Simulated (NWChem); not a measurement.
CH4BeO; SMILES [BeH][O]C

```xyz
7

Be    -0.0047     1.6443    -0.0006
H     -0.0209     2.9833    -0.0018
O      0.0121     0.2413     0.0013
C     -0.0047    -1.1423    -0.0005
H      0.9284    -1.5576     0.4430
H     -0.8630    -1.5363     0.5894
H     -0.0938    -1.5434    -1.0355
```
Atoms are numbered in this order, from 1.

Computed with NWChem. Medium grid unless said otherwise, to which SCAN and Minnesota functionals are sensitive. Structure relaxed at the PBE-D3(BJ)/def2-SVP level. Hybrids' shares of exact exchange are those that their runs print; pure functionals count as 0. The functionals differ in more than this share.

```
row               share of exact exchange  highest occupied level (eV)
----------------  -----------------------  ---------------------------
PBE/def2-TZVP                        0.00                        -6.94
BP86/def2-TZVP                       0.00                        -7.05
B3LYP/def2-TZVP                      0.20                     withheld
MPW1K/def2-TZVP                      0.43                        -9.53
M05-2X/def2-TZVP                     0.56                       -10.14
```

Question: Fit a straight line of the last column on the one before it, predict the withheld value, and compare with the run.

Answer: 
1. Means of the 4 shown rows: x = 0.247, y = -8.415. Slope Σ(x − x̄)(y − ȳ)/Σ(x − x̄)² = -1.445/0.2535 = -5.703; intercept -7.004.
2. The shown rows scatter about the line by 0.061 (root mean square); the largest residual is -0.07, at MPW1K/def2-TZVP.
3. At x = 0.20 (B3LYP/def2-TZVP; inside the shown range) the line gives -8.14.
4. The run gives -8.20, -0.06 from the line, 1.0 times the scatter.
